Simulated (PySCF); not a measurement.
CH4Cl2SSi, SMILES Cl[Si](Cl)(C)S. Atoms are numbered in the order given.

```xyz
9

C     -1.6475    -1.3411     0.1576
Si    -0.2007    -0.1690     0.0232
S      1.5997    -1.0769    -0.7142
Cl    -0.6261     1.3266    -1.3488
Cl     0.1109     0.6920     1.8932
H     -1.4227    -2.1488     0.8828
H     -2.5466    -0.7952     0.5066
H     -1.8579    -1.7949    -0.8309
H      1.6858    -1.9346     0.3436
```

Coordinates come from a PBE-D3(BJ)/def2-SVP optimisation. The values are those of a single conformer.

The numbers are results of PySCF with PBE/def2-TZVP, not measurements.

Atomic charges (e):

```
atom  Mulliken  Löwdin    IAO
----  --------  ------  -----
C1       -0.43   -0.46    ___
Si2       0.50   -0.67   0.98
S3       -0.26    0.17  -0.28
Cl4      -0.20    0.25    ___
Cl5      -0.21    0.23    ___
H6        0.14    0.14   0.17
H7        0.15    0.14   0.18
H8        0.15    0.14   0.18
H9        0.16    0.07    ___
```

Fill in the missing entries. (The exact figures need the calculation; the answer reports its results.)


- C1, IAO: -0.74
- Cl4, IAO: -0.29
- Cl5, IAO: -0.30
- H9, IAO: 0.11

Computed Mayer and Wiberg (Löwdin basis) orders of the bonds:
```
bond     Mayer  Wiberg
-------  -----  ------
C1–Si2    1.00    1.25
Si2–S3    1.19    1.64
Si2–Cl4   1.17    1.81
Si2–Cl5   1.18    1.79
C1–H6     0.93    0.89
C1–H7     0.93    0.89
C1–H8     0.93    0.89
S3–H9     0.93    1.00
```
